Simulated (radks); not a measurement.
Neutral tin inside a hard spherical wall (all orbitals vanish at R), configuration held at [Kr] 4d10 5s2 5p2 and not refilled when levels cross. Calculated with a radial shooting solver on a logarithmic mesh with Libxc functionals: scalar-relativistic Kohn-Sham, PBE, spin-polarised, spherical densities, point nucleus; open shells are filled with parallel spins first (spin-orbit coupling, left out, can overturn this in heavy ions). Eigenvalues in eV for spin up, with the zero of energy where the potential of the charges vanishes at infinity; a dash marks a level that is unbound or too diffuse for the functional's potential to be trusted. A positive occupied level is held by the wall or, in an anion where self-interaction has pushed it up, behind a barrier. The pressure on the wall is -dE/dV.

R (bohr)  E (hartree)  kinetic (hartree)    e(4p)    e(4d)    e(5s)   e(5p)  e(6s, empty)  e(5d, empty)  pressure (GPa)
free      -6177.22580           6449.606  -89.564  -25.754  -10.971  -4.157             -             -               0
20        -6177.22580           6449.606  -89.564  -25.754  -10.971  -4.157        -0.575             -        < 0.0001
15        -6177.22580           6449.606  -89.564  -25.754  -10.971  -4.157        -0.500         0.748        < 0.0001
12        -6177.22573           6449.607  -89.555  -25.745  -10.964  -4.150        -0.250         1.092         0.00126
8         -6177.22058           6449.644  -89.265  -25.459  -10.747  -3.909         1.899         2.715           0.204
7         -6177.21047           6449.705  -88.903  -25.104  -10.484  -3.582         3.790         3.838           0.798
6         -6177.17923           6449.873  -88.115  -24.337   -9.904  -2.806         7.526         5.875            3.44
5         -6177.07554           6450.363  -86.399  -22.681   -8.520  -0.868        15.550        10.011            17.0
3.5       -6176.15342           6454.011  -78.996  -15.676   -0.218  10.435        54.544        29.425             297
2         -6161.78726           6504.597  -37.050   27.539   86.592  113.12        313.32        158.91           20500
